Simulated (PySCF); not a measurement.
# Cd: interval between two levels

Cd [Kr] 4d10 5s2 → Cd [Kr] 4d9 5s2 5p1 [3F4, M_J = 4], as a difference of total energies. Calculation: PySCF 2.14, in x2c-TZVPall-2c (8s9p7d1f, 77 functions); the two-component X2C-1e Hamiltonian. Correlated levels: [Ar] 3d10 frozen; the 6 highest virtual spinors dropped. "Screened" scales the spin-orbit matrix elements by Boettger's factors to mimic the two-electron term; Breit and QED terms are absent.

```
                    method  interval between two levels (cm⁻¹)
           GHF (spin-free)                               89587
          GMP2 (spin-free)                               96193
 GHF (screened spin-orbit)                               87914
GMP2 (screened spin-orbit)                               94441
```

The labels give the starting determinants; with spin-orbit coupling the two ends relaxed to ⟨J²⟩ = 0.00, ⟨L²⟩ = 0.02, ⟨S²⟩ = 0.02 and ⟨J²⟩ = 20.02, ⟨L²⟩ = 12.03, ⟨S²⟩ = 2.02.
